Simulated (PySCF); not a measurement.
# Steps of a relaxation of [ReO3(OH)2]−

[ReO3(OH)2]− (singlet; a saddle point, relaxed within its symmetry). PySCF 2.14.0, RKS PBE, Re def2-SVP with ECP60, O def2-SVP, H def2-SVP; non-relativistic Hamiltonian with scalar-relativistic core potentials where named; density fitting; no spin-orbit coupling. Origin of the start: template. Columns: position (Å) and force (eV/Å). Energies are counted from the last step; some of the 28 steps are shown. Forces carry noise of the integration grid, about 0.01 to 0.03 eV/Å.

Run from Python with OMP_NUM_THREADS=2. Where DIIS fails, smearing, a level shift and second-order steps follow.
It took 2.5 min on 2 threads of Arm Neoverse V1, with other jobs on the host, from the converged density of the start.

```xyz
8
step 0  E = 15.712 eV
Re    0.0266   -0.0013    0.0000   -17.53    0.48    0.00
O     0.0266   -0.0013    1.4800    -1.72    0.05   37.38
O     0.0266   -0.0013   -1.4800    -1.72    0.05  -37.38
O     1.5066   -0.0013    0.0000    28.50   -0.27    0.00
O    -0.8534    1.5229    0.0000    -4.31    7.42    0.00
H    -1.0003    2.4773    0.0000     0.38   -0.39    0.00
O    -0.8534   -1.5255    0.0000    -3.95   -7.73    0.00
H    -1.6065   -2.1299    0.0000     0.35    0.38    0.00
```

```xyz
8
step 9  E = 1.128 eV
Re   -0.0649   -0.0145    0.0000     0.33    0.31    0.00
O    -0.5815   -0.0535    1.6842    -0.59   -0.21    0.59
O    -0.5815   -0.0535   -1.6842    -0.59   -0.21   -0.59
O     1.6527    0.1212    0.0000     0.58    0.24    0.00
O    -1.0016    1.7645    0.0000    -0.23   -0.27    0.00
H    -0.3799    2.4957    0.0000     0.59    0.54    0.00
O    -0.4097   -1.9777    0.0000     1.28    0.09    0.00
H    -1.3606   -1.9427    0.0000    -1.37   -0.49    0.00
```

```xyz
8
step 18  E = 0.034 eV
Re   -0.3682    0.0326    0.0000    -0.01    0.23    0.00
O    -1.3571   -0.1100    1.4411     0.22    0.00    0.08
O    -1.3571   -0.1100   -1.4411     0.23    0.00   -0.08
O     1.3821    0.2869    0.0000    -0.33   -0.08    0.00
O    -0.5625    2.0332    0.0000     0.39    0.19    0.00
H     0.3091    2.4922    0.0000    -0.42   -0.46    0.00
O     0.0518   -1.9294    0.0000    -0.02    0.32    0.00
H    -0.8251   -2.3559    0.0000    -0.06   -0.21    0.00
```

Problem. Where does the relaxation end?

Solution. It converges at step 27 in Cs:
```xyz
8
step 27  E = 0
Re   -0.3928    0.0507    0.0000
O    -1.3428   -0.0890    1.4667
O    -1.3428   -0.0890   -1.4667
O     1.3488    0.3033    0.0000
O    -0.5716    2.0466    0.0000
H     0.3285    2.4164    0.0000
O     0.0424   -1.8996    0.0000
H    -0.7967   -2.4000    0.0000
```

Problem. How did the contacts change?

Solution. 
```tsv
contact	start (Å)	end (Å)
Re1–O2 (O)	1.480	1.753
Re1–O3 (O)	1.480	1.753
Re1–O4 (O)	1.480	1.760
Re1–O5 (OH)	1.760	2.004
Re1–O7 (OH)	1.760	1.998
```
